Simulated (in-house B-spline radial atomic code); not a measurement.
RPA and G0W0 on wB97X: V¹⁹⁺

Configuration [He] 2s2, mean-field start wB97X. Computed with a B-spline radial code for spherical atoms: all electrons, non-relativistic, point nucleus, each spin shell either full or empty, empty states to l = 9 with an (l + 1/2)⁻⁴ tail; G0W0 by contour deformation at full frequency.

Command:
```bash
python run_gw.py task.json out
```
Settings (radii: box in bohr, nucleus in fm):
```
Z                        23
electrons                4
configuration            [He] 2s2
hamiltonian              nr
method                   wb97x
lmax                     9
spin_polarised           False
box_radius               4.23
intervals                45
ion_configuration        [He] 2s1
```

Cost of the run: 2.1 s on 1 thread of Intel(R) Xeon(R) Platinum 8259CL CPU @ 2.50GHz (Skylake/Cascade Lake), on a shared host.

Energies (hartree):

| term | value |
| --- | --- |
| mean-field total | -626.33369 |
| Hartree-Fock functional on these orbitals | -625.92544 |
| direct second order | -0.62633 |
| second-order exchange | 0.30929 |
| SOSEX correction | 0.23114 |

(1) What is the RPA correlation energy, and what remains with SOSEX?

Quasi-particle levels (eV):

```
level  occupied  mean field  Σx - vxc     Σc  QP weight      G0W0
   2s       yes    -1447.48    -21.34      ?          ?         ?
   1s       yes    -6456.67   -120.89   4.90      0.993  -6572.66
   2p        no    -1376.61     31.21  -0.52      0.988  -1345.92
```

G0W0 = mean field + (Σx - vxc) + Σc, with Σc (partial-wave tail included) taken at the quasi-particle energy.

(2) Where does G0W0 put 2s?

(3) What does it cost to remove one electron (to [He] 2s1) by differences of total energies, each species on its own start (correlation terms add to the Hartree-Fock functional)?

Results:

(1) RPA gives -0.46901 hartree (-3.19 eV per electron); RPA + SOSEX gives -0.23787, and the second-order doubles -0.31704 hartree (no singles). SOSEX takes back 49 % of the RPA value.

(2) At -1475.87 eV, with Σc = -7.05 eV and a quasi-particle weight of 0.967. The tabulated removal energy is 1486.7 ± 0.5 eV (NIST, semi-empirical); the calculation leaves out relativity, Breit and QED terms, and what these don't explain is the method's own error.

(3) wB97X 1467.47 eV, Hartree-Fock functional 1468.61 eV, + RPA 1475.56 eV, + RPA + SOSEX 1473.68 eV, + second order 1475.81 eV. Tabulated: 1486.7 ± 0.5 eV (NIST, semi-empirical); the calculation leaves out relativity, Breit and QED terms, and what these don't explain is the method's own error.
